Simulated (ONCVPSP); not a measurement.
## Transferability test, ONCV potential for Al

ONCVPSP 4.0.1 input, shortened (lines: element, Z, core and valence counts, functional; n l f; lmax; l rc ep ncon nbas qcut; lloc lpopt rc5 dvloc0; l nproj debl; icmod fcfact rcfact), LDA (Perdew-Wang 92), scalar-relativistic:

```
  Al 13.00    3    1  -001012      upf
    1    0    2.00
    2    0    2.00
    2    1    6.00
    3    0    2.00
    2
    0    1.95    0.00    5   10    4.10
    1    1.50    0.31    4    9    6.00
    2    1.75    0.15    4    8    5.70
    1    5    1.50    0.00
    0    1    2.50
    1    0    3.40
    2    2    3.10
    1    0.15    0.00
```

Energies are relative to the spin-unpolarised reference configuration 3s2; without spin polarisation the order of configurations can differ from experiment.

(1) Give the all-electron excitation energy and the error of the potential for: 3s2 3p1; 3s1; 3s2 3p0.5; 3s0 3p3.

Levels in the configuration 3s1:

| level | all-electron (eV) | pseudo (eV) |
| --- | --- | --- |
| 3s | -23.929 | -23.912 |

Results:

(1)

```csv
valence configuration,charge,ΔE all-electron (eV),error AE − PS (meV)
3s2 3p1,0,-5.841,+69
3s1,+2,19.370,+7.7
3s2 3p0.5,+0.5,-3.718,+39
3s0 3p3,0,4.664,+206
```
